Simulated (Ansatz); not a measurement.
Ideal-gas functions of HZn+ (`[ZnH+]`) at 600 K and 1 bar, from an Ansatz frequency run at PBE0-D4/def2-TZVP.

Molar mass 66.4 g/mol, point group C∞v (symmetry number 1), electronic degeneracy 1, moments of inertia 2.339 u Å². Harmonic wavenumbers (cm⁻¹, unscaled): 1902.

Use S(trans) = R[1.5 ln M + 2.5 ln T − 1.1517]; rotational temperatures θ = 24.2544 K / I; S(rot) = R[ln(T/σθ) + 1]; for each mode x = 1.438777 ν̃/T, S = R[x/(eˣ − 1) − ln(1 − e⁻ˣ)] and H = RT x/(eˣ − 1); 1 cm⁻¹ = 0.0119627 kJ/mol; R = 8.31446 J/(mol·K).

Q: By hand: the entropy, in J/(mol·K).

A: Translation 175.7. Rotation: θ = 10.3696 K, giving 42.1. Vibration, mode by mode: 0.49, in all 0.5. Electronic 0.0. Sum 218.3 J/(mol·K).

Q: By hand: H − E and G − E in kJ/mol, counted from the electronic energy.

A: Zero-point energy ½ × 1902 × 0.0119627 = 11.4; thermal vibration 0.2; translation, rotation and pV give 3.5 RT = 17.5. H − E = 29.1 kJ/mol, and G − E = 29.1 − 600 × 218.3/1000 = -101.9 kJ/mol.

Vibration gives 0 % of the entropy; all modes have x over 3 and are hardly excited.
